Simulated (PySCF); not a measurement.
## Polarisability and C₆ of Pm³³⁺ (promethium, charge +33)

[Ar] 3d10, closed-shell 1S. Computed with PySCF 2.14 in an even-tempered Gaussian basis (18 s from 5.3 bohr⁻², ratio 2.5; 13 p from 6.9 bohr⁻², ratio 2.5; 8 d from 6.9 bohr⁻², ratio 2.5; 4 f from 32 bohr⁻², ratio 2.7; 3 g from 48 bohr⁻², ratio 2.7), with the spin-free X2C one-electron Hamiltonian (Gaussian nucleus). Coupled (time-dependent) response in atomic units; α is the mean over directions.

| method | mean α (bohr³) | C₆ (like pair) | S(−4) |
| --- | --- | --- | --- |
| UHF | 0.004128 | 0.0008902 | 1.026e-06 |
| PBE0 | 0.004156 | 0.0008971 | 1.048e-06 |

S(−4) is the Cauchy moment in α(ω) = α(0) + S(−4) ω² + …

α(iu) at UHF:

```csv
u (hartree),α(iu) (bohr³)
0,0.004128
7.00,0.004079
14.0,0.003940
28.0,0.003491
42.0,0.002966
56.0,0.002472
70.0,0.002050
105,0.001308
140,0.0008793
210,0.0004637
350,0.0001912
```

A single London oscillator, α(iu) = α/(1 + u²/ω²), gives C₆ = (3/4) ω α². Matching the computed C₆ needs ω = 4 × 0.0008902 / (3 × 0.004128²) = 69.7 hartree.

For an ion, C₆ is the dispersion term alone; charge-induced terms of lower order in 1/R come first.

Spin-orbit coupling, which splits the p, d and f shells strongly at this Z, is absent.
